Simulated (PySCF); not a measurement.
C2Cl3, SMILES Cl[C]=C(Cl)Cl, multiplicity 2.

Geometry optimised at B3LYP-D3(BJ)/def2-SVP. The isomer is the one that the SMILES or the coordinates give; other isomers of the formula were not compared.

Computed with B3LYP-D3(BJ)/def2-SVP run with PySCF.

Frequencies are harmonic and unscaled.

```json
[
 {"mode": "1", "ν (cm⁻¹)": "129", "IR (km/mol)": "1.3", "moving atoms (share of kinetic energy)": "Cl 90 %, C 10 %"},
 {"mode": "2", "ν (cm⁻¹)": "193", "IR (km/mol)": "1.5", "moving atoms (share of kinetic energy)": "C 78 %, Cl 22 %"},
 {"mode": "3", "ν (cm⁻¹)": "261", "IR (km/mol)": "0.1", "moving atoms (share of kinetic energy)": "Cl 89 %, C 11 %"},
 {"mode": "4", "ν (cm⁻¹)": "386", "IR (km/mol)": "0.9", "moving atoms (share of kinetic energy)": "Cl 86 %, C 14 %"},
 {"mode": "5", "ν (cm⁻¹)": "449", "IR (km/mol)": "0.2", "moving atoms (share of kinetic energy)": "C 96 %"},
 {"mode": "6", "ν (cm⁻¹)": "591", "IR (km/mol)": "4.5", "moving atoms (share of kinetic energy)": "C 63 %, Cl 37 %"},
 {"mode": "7", "ν (cm⁻¹)": "839", "IR (km/mol)": "132.4", "moving atoms (share of kinetic energy)": "C 83 %, Cl 17 %"},
 {"mode": "8", "ν (cm⁻¹)": "871", "IR (km/mol)": "160.3", "moving atoms (share of kinetic energy)": "C 80 %, Cl 20 %"},
 {"mode": "9", "ν (cm⁻¹)": "1706", "IR (km/mol)": "8.3", "moving atoms (share of kinetic energy)": "C 99 %"}
]
```
